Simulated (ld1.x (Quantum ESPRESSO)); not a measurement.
Tc (Z = 43): variants of one TM semilocal potential

Base potential:

* Element: technetium (Tc)
* Generator: ld1.x (Quantum ESPRESSO) 7.5
* Type: norm-conserving Troullier–Martins (semilocal form)
* Functional: BLYP
* Relativity: scalar-relativistic
* Frozen core: [Ar] 3d10 4s2
* Valence charge: 13
* Reference configuration: 4p6 4d5 5s2 5p0
* Partial waves: 4p (bound): rc 1.20 bohr; 4d (bound): rc 1.60 bohr; 5s (bound): rc 2.30 bohr
* Local potential: the s channel
* Core correction: Bessel-smoothed model core inside 0.75 bohr

Cutoffs, loose and tight: the cutoffs (Ry, on a coarse ladder) from which the occupation-weighted sum of valence levels, in a spherical-Bessel basis at the reference potential, stays within 10 and 1 mRy of its value at 400 Ry. They do not see the model core or the augmentation charge, which bear on the density cutoff. Test errors are all-electron minus pseudo excitation energies from the reference, over the configurations 4p6 4d5 5s1 5p0; 4p6 4d5 5s0 5p0; 4p6 4d4 5s0 5p0; 4p6 4d5 5s0 5p1; 4p5 4d5 5s2 5p0; 4p6 4d4 5s2 5p1; 4p6 4d5 5s0 5p2. A dash means not determined; rows that change the core or the reference have their own tests.

A true bound ghost makes a file unfit for plane-wave use even where its test errors are small: the radial tests pick states by their node count and pass the ghost by.

In the semilocal form every listed channel keeps its own potential, so the choice of the local channel does not act on these tests. It acts once the file is put into the separable form.

A semilocal file is local in each channel, so a ghost entry of none says nothing of the separable form that plane-wave codes build from it.

```tsv
change	outcome	cutoff, loose	cutoff, tight	bound ghosts	largest test error (meV)
base	generated	100 Ry	140 Ry	none	-57
form changed from semilocal to separable (Kleinman–Bylander), still TM; local potential the d channel	generated	100 Ry	140 Ry	s	-75
functional PBE	generated	100 Ry	140 Ry	none	-57
wave 5s (bound): rc 2.30 bohr becomes 5s (bound): rc 2.28 bohr	generated	100 Ry	140 Ry	none	-45
all radii but the core radius scaled by about 1.11 (s 2.56, p 1.34, d 1.78 bohr)	generated	70 Ry	120 Ry	none	-90
wave 4d (bound): rc 1.60 bohr becomes 4d (bound): rc 1.28 bohr	generated	100 Ry	140 Ry	none	-52
local potential the d channel	generated	100 Ry	140 Ry	none	-57
```

What comes out with this change to the base: reference 4p6 4d5 5s1.5 5p0?

outcome: generated; cutoff, loose: 100 Ry; cutoff, tight: 140 Ry; bound ghosts: none; largest test error (meV): -96.
